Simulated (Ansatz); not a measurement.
C3H9MgN, SMILES `C[CH](C)[Mg][NH2]`. Total charge 0; spin multiplicity 1. The structure was optimised at the PBE0-D4/def2-TZVP level. It is one conformer, not always the lowest.

```xyz
14

C    -1.558    0.469   -0.757
C    -0.503   -0.510   -0.245
C     0.310   -1.070   -1.411
Mg    0.704    0.310    1.282
N     1.784    1.048    2.651
H    -2.196    0.010   -1.528
H    -2.224    0.826    0.035
H    -1.106    1.354   -1.220
H    -1.034   -1.352    0.221
H     1.017   -1.845   -1.100
H    -0.339   -1.519   -2.178
H     0.890   -0.290   -1.918
H     2.728    0.779    2.883
H     1.526    1.789    3.287
```

What is the dipole moment at r2SCAN/def2-TZVPP? (Best estimate.)

Ansatz gave: 0.45 D, with components (0.15, -0.01, 0.43) D in this frame, pointing from negative to positive charge.

And with PBE, B3LYP, ωB97M-V? (Best estimate.)

Computed: PBE 0.34 D, B3LYP 0.38 D, ωB97M-V 0.43 D.

Give the Mulliken charges with r2SCAN, PBE, B3LYP in def2-TZVPP. (Estimate.)

The calculation gave: 
```json
{"atom": "C1", "r2SCAN": "-0.13", "PBE": "-0.25", "B3LYP": "-0.25"}
{"atom": "C2", "r2SCAN": "-0.32", "PBE": "-0.28", "B3LYP": "-0.28"}
{"atom": "C3", "r2SCAN": "-0.13", "PBE": "-0.25", "B3LYP": "-0.25"}
{"atom": "Mg4", "r2SCAN": "0.71", "PBE": "0.56", "B3LYP": "0.63"}
{"atom": "N5", "r2SCAN": "-0.69", "PBE": "-0.59", "B3LYP": "-0.61"}
{"atom": "H6", "r2SCAN": "0.02", "PBE": "0.06", "B3LYP": "0.06"}
{"atom": "H7", "r2SCAN": "0.03", "PBE": "0.08", "B3LYP": "0.07"}
{"atom": "H8", "r2SCAN": "0.04", "PBE": "0.08", "B3LYP": "0.08"}
{"atom": "H9", "r2SCAN": "0.06", "PBE": "0.10", "B3LYP": "0.09"}
{"atom": "H10", "r2SCAN": "0.03", "PBE": "0.08", "B3LYP": "0.07"}
{"atom": "H11", "r2SCAN": "0.02", "PBE": "0.06", "B3LYP": "0.06"}
{"atom": "H12", "r2SCAN": "0.04", "PBE": "0.08", "B3LYP": "0.08"}
{"atom": "H13", "r2SCAN": "0.15", "PBE": "0.14", "B3LYP": "0.13"}
{"atom": "H14", "r2SCAN": "0.15", "PBE": "0.14", "B3LYP": "0.13"}
```

B3LYP here is the variant with VWN-RPA as its local correlation; programs differ in this.
